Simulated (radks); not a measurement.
The numbers below are computed, except where a source is named.
Problem. Species: Pr. Configuration: [Xe] 4f3 6s2. Level of theory: scalar-relativistic Kohn-Sham, r2SCAN, spin-polarised, spherical densities, finite nucleus; open shells are filled with parallel spins first (spin-orbit coupling, left out, can overturn this in heavy ions); meta-GGA in the generalised Kohn-Sham scheme; Fermi nuclear charge, rms radius 4.8919 fm; hard spherical wall at 3 bohr (a radial shooting solver on a logarithmic mesh with Libxc functionals). Some entries of the table are withheld. Estimate them.

| orbital | occ. | eigenvalue (eV) | <r^2> (bohr^2) |
|---|---|---|---|
| 1s down | 1 | -41850.96 | 0.0007899 |
| 1s up | 1 | -41850.96 | 0.0007899 |
| 2s down | 1 | -6728.650 | 0.01253 |
| 2s up | 1 | -6728.629 | 0.01253 |
| 2p down | 3 | -6014.265 | 0.01001 |
| 2p up | 3 | -6014.249 | 0.01001 |
| 3s up | 1 | -1437.836 | 0.08452 |
| 3s down | 1 | -1436.983 | 0.08445 |
| 3p up | 3 | -1210.304 | 0.08466 |
| 3p down | 3 | -1209.447 | 0.08458 |
| 3d up | 5 | -890.9663 | 0.07226 |
| 3d down | 5 | -890.2900 | 0.07215 |
| 4s up | 1 | -269.3793 | 0.4399 |
| 4s down | 1 | -266.7895 | 0.4393 |
| 4p up | 3 | -194.8716 | 0.4988 |
| 4p down | 3 | -192.2060 | 0.4982 |
| 4d up | 5 | -88.1407 | 0.6283 |
| 4d down | 5 | -85.3873 | 0.6288 |
| 5s up | 1 | -20.3621 | 2.433 |
| 5s down | 1 | -18.7311 | 2.468 |
| 5p up | 3 | -1.6531 | 2.856 |
| 5p down | 3 | -0.2951 | 2.891 |
| 4f up | 3 | 22.1076 | 1.440 |
| 4f down | 0 | 24.5625 | 1.493 |
| 5d up | 0 | (1) | 3.452 |
| 5d down | 0 | (2) | 3.479 |
| 6s up | 1 | 54.0711 | 3.869 |
| 6s down | 1 | 55.4380 | 3.857 |
| 6p up | 0 | (3) | 3.762 |
| 6p down | 0 | (4) | 3.748 |
| 7s up | 0 | 170.5232 | 3.619 |
| 7s down | 0 | 172.7403 | 3.607 |

Solution. 
(1) 5d up eigenvalue (eV): 26.0213
(2) 5d down eigenvalue (eV): 27.1342
(3) 6p up eigenvalue (eV): 71.9176
(4) 6p down eigenvalue (eV): 73.3911
